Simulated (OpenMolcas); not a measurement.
Nb4+ among 4 point charges of -1 e arranged as a tetrahedron (Td).

```yaml
Program: OpenMolcas 26.06
Method: CASSCF
Basis: ANO-RCC-VDZP [6s5p3d1f]
Scalar_Hamiltonian: DKH2, point nucleus
Active_space: 1 electron in 5 orbitals (4d)
State_averaging: 2S+1 = 2 even, 5 roots
Spin-orbit_coupling: RASSI with atomic mean-field integrals over the reference wave functions
```

All point charges move together. At R = 1.72 Å |10Dq| is 5345 cm-1, and at R = 1.79 Å it is 4576 cm-1.

Q: A third run gives 3673 cm-1. What distance was it run at?

A: With a power law R^-n the two known points give n = -ln(4576 / 5345) / ln(1.79 / 1.72) = 3.89. Then R = 1.72 × (5345 / 3673)^(1/3.89) = 1.894 Å. The run was at 1.89 Å, so the estimate is off by +0.004 Å.

An orbital doublet at a regular site is open to a Jahn-Teller distortion, which this geometry leaves out. The ground term spreads over less than 5000 cm-1, several times less than with real ligands, so orbital moments are less quenched and χT lies further from the spin-only value than at real sites (holds for R = 1.79; R = 1.89). This is an electrostatic model: the charges have no orbitals. No measured value stands beside these numbers.
